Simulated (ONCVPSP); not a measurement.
N (Z = 7): ONCV pseudisation with PBE, scalar-relativistic reference atom.

| Property | Result |
| --- | --- |
| Element | nitrogen |
| Generator | ONCVPSP 4.0.1 |
| Type | optimised norm-conserving Vanderbilt (ONCV) |
| Functional | PBE |
| Relativity | scalar-relativistic |
| Frozen core | [He] |
| Valence charge | 5 |
| Reference configuration | 2s2 2p3 |
| Partial waves | 2s: rc 0.70 bohr, ncon 4, nbas 9, qcut 10.9 1/bohr, 2 projectors, debl 2.4 Ha; 2p: rc 2.55 bohr, ncon 5, nbas 8, qcut 6.4 1/bohr, 2 projectors, debl 1.4 Ha |
| Local potential | polynomial inside 0.65 bohr (lpopt 3, dvloc0 0 Ha) |
| Core correction | none |

(1) Estimate the cutoffs (Ha) at which the residual kinetic energy of the hardest occupied pseudo-wave falls to 1 and 0.1 mHa per electron.

(2) What does a ghost test show?

(3) Which valence shell sets the plane-wave cutoff?

(4) Tests: 2s2 2p2; 2s2 2p1; 2s2 2p0; 2s2 2p2.5. Which has the largest error in its energy relative to the reference configuration, and how large is it?

Results:

(1) 50 Ha and 421 Ha.

(2) Ghosts flagged at negative energy: s at -282.5 eV; no localised positive-energy state flagged. A true bound ghost makes a file unfit for plane-wave use.

(3) 2s: 50 Ha for 1 mHa per electron, against 13 Ha for 2p.

(4) 2s2 2p0, with +2803 meV (all-electron minus pseudo) on +89.53 eV.
